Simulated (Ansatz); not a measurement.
A CCSD(T) single point on C$_{8}$H$_{14}$O$_{3}$Ti (`C[O][Ti]1234([O]C)([O]C)[C@H]5[C@@H]1[C@@H]2[C@@H]3[C@H]54`).

```yaml
crystal:
  periodic: [false, false, false]
  atoms:
    - {symbol: C, position_ang: [-2.453225, -0.512586, 1.774810]}
    - {symbol: O, position_ang: [-1.276511, 0.045678, 1.305770]}
    - {symbol: Ti, position_ang: [0.065739, 0.007411, 0.108795]}
    - {symbol: O, position_ang: [1.403415, -0.874615, 0.994862]}
    - {symbol: C, position_ang: [1.876387, -0.482352, 2.250966]}
    - {symbol: O, position_ang: [0.642723, 1.710085, 0.063234]}
    - {symbol: C, position_ang: [1.267354, 2.729347, -0.634379]}
    - {symbol: C, position_ang: [0.682082, -0.454258, -2.144039]}
    - {symbol: C, position_ang: [0.481673, -1.696195, -1.512482]}
    - {symbol: C, position_ang: [-0.873898, -1.786166, -1.144142]}
    - {symbol: C, position_ang: [-1.519636, -0.602341, -1.567258]}
    - {symbol: C, position_ang: [-0.559758, 0.219225, -2.184274]}
    - {symbol: H, position_ang: [-2.245555, -1.305132, 2.503770]}
    - {symbol: H, position_ang: [-3.046825, -0.949278, 0.960486]}
    - {symbol: H, position_ang: [-3.063840, 0.252885, 2.267071]}
    - {symbol: H, position_ang: [1.079427, -0.506470, 3.005484]}
    - {symbol: H, position_ang: [2.672795, -1.164013, 2.569563]}
    - {symbol: H, position_ang: [2.284017, 0.536594, 2.226216]}
    - {symbol: H, position_ang: [2.348615, 2.720693, -0.451510]}
    - {symbol: H, position_ang: [0.874570, 3.701471, -0.314964]}
    - {symbol: H, position_ang: [1.106927, 2.636572, -1.716912]}
    - {symbol: H, position_ang: [1.625596, -0.070756, -2.503908]}
    - {symbol: H, position_ang: [1.250412, -2.413295, -1.271450]}
    - {symbol: H, position_ang: [-1.331317, -2.601786, -0.603473]}
    - {symbol: H, position_ang: [-2.557291, -0.350702, -1.405047]}
    - {symbol: H, position_ang: [-0.733885, 1.209986, -2.577198]}
basis:
  gaussian: {orbitals: def2-TZVPP}
correlation: {method: ccsd_t}
output: {orbitals: {seedname: orbitals}}
```

```sh
$ ansatz run in.yaml --threads 11 --pin off --events-out ev --progress --plain --max-ram 174080MiB --backend cuda --devices 0, --max-vram 75GiB
```

The program prints (abridged):

```
Functional definition: HF
3666 factors; integrals over basis functions are off by at most 1.1e-3 eV
mean field evaluation 1: about -37658.2146 eV, gradient 7.9e1 eV
mean field evaluation 2: about -37658.9514 eV, gradient 7.9e1 eV
mean field evaluation 4: about -37671.2921 eV, gradient 1.5e1 eV
mean field evaluation 8: about -37671.7972 eV, gradient 8.4e-1 eV
mean field evaluation 16: about -37671.7999 eV, gradient 1.8e-6 eV
mean field -37671.79993981 eV, -1384.4131129249 hartree, gradient 1.8e-6 eV, S^2 0.000000; 0 other end points of the search recorded, 0 dependent functions left out
16 core orbitals not correlated: weight in the atoms' cores, before any rotation towards them, 1.000 or more for the frozen orbitals, at most 0.000 for the correlated occupied ones
reference -37671.79993981 eV, -1384.4131129249 hartree; 38, 38 occupied and 547, 547 virtual orbitals, 3666 factors
second order -68.40801740 eV of doubles, -0.00000000 eV of singles
cycle   1  -66.37249657 eV  change     2.0e0 eV  update   3.2e-1
cycle   2  -68.47185844 eV  change    -2.1e0 eV  update   2.2e-1
cycle   3  -69.19738495 eV  change   -7.3e-1 eV  update   7.3e-2
cycle   4  -69.28043841 eV  change   -8.3e-2 eV  update   3.0e-2
cycle   5  -69.23993696 eV  change    4.1e-2 eV  update   1.1e-2
cycle   6  -69.23257387 eV  change    7.4e-3 eV  update   5.5e-3
cycle   7  -69.23616320 eV  change   -3.6e-3 eV  update   2.1e-3
cycle   8  -69.23541513 eV  change    7.5e-4 eV  update   1.0e-3
cycle   9  -69.23503958 eV  change    3.8e-4 eV  update   4.5e-4
cycle  10  -69.23594939 eV  change   -9.1e-4 eV  update   2.2e-4
cycle  11  -69.23576753 eV  change    1.8e-4 eV  update   1.1e-4
cycle  12  -69.23551773 eV  change    2.5e-4 eV  update   6.0e-5
cycle  13  -69.23564780 eV  change   -1.3e-4 eV  update   2.7e-5
cycle  14  -69.23555551 eV  change    9.2e-5 eV  update   1.8e-5
perturbative correction -3.62132060 eV, -0.1330810775 hartree
Total energy: -37744.65681593 eV, -1387.0905537380 hartree
```

Run time 110 s (11 threads of an AMD EPYC 7R13 on a shared host and a whole NVIDIA H100 80 GB); peak host memory 3.8 GiB.

The correlation energy is -72.857 eV, 5.0 % of it from (T); the T1 diagnostic reads 0.0202.
